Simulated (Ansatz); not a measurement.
`F/C(=C/C(F)F)C(F)F` + H₂ → `C=C(F)C(F)F` + `FCF`  (hydrogenolysis of a C–C bond)

Program: Ansatz. Geometries: PBE0-D4/def2-TZVP. ΔE: electronic, gas phase. CCSD(T)/CBS adds triple-zeta CCSD(T) − MP2 to the extrapolated MP2 energy (def2 sets, frozen cores). This one scheme is used for every species. Functionals use def2-TZVPP. B3LYP here is the variant with VWN-RPA as its local correlation; programs differ in this. Each species was taken in one conformer, which may not be the lowest.

**Question.** Is it downhill or uphill in electronic energy at CCSD(T)/CBS, and by how much? (Best estimate.)

**Answer.** Computed: Downhill: ΔE = -13.2 kcal/mol.

**Question.** What do these levels give: PBE-D4, r2SCAN-D4, r2SCANh-D4, ωB97X-V, B2PLYP, PBE, revPBE, B3LYP, CAM-B3LYP, HF/def2-SVP, HF/def2-TZVPP, CCSD/def2-TZVPP? (Best estimate.)

**Answer.** Computed: PBE-D4 -11.3, r2SCAN-D4 -11.7, r2SCANh-D4 -12.2, ωB97X-V -12.7, B2PLYP -14.4, PBE -12.8, revPBE -14.3, B3LYP -15.3, CAM-B3LYP -14.5, HF/def2-SVP -18.6, HF/def2-TZVPP -19.3, CCSD/def2-TZVPP -14.6 kcal/mol.

**Question.** What do rigid-rotor, harmonic-oscillator terms from PBE0-D4/def2-TZVP frequencies (298.15 K, 1 bar) make of the CCSD(T)/CBS value? (Best estimate.)

**Answer.** Computed: ΔZPE = +5.7 kcal/mol, ΔH = -8.8 kcal/mol, ΔS = 38 J/(mol·K), ΔG = -11.5 kcal/mol. Modes under 50 cm⁻¹ make the entropy rough.

Largest T1 diagnostic among the species: 0.012.

In def2-TZVPP, CCSD(T) changes the Hartree–Fock value by +6.1 kcal/mol (the triples alone add +1.4 kcal/mol) and MP2 by +6.6 kcal/mol. From BLYP to BHLYP (50 % exact exchange), in def2-TZVPP and without D4, ΔE moves by −1.5 kcal/mol.
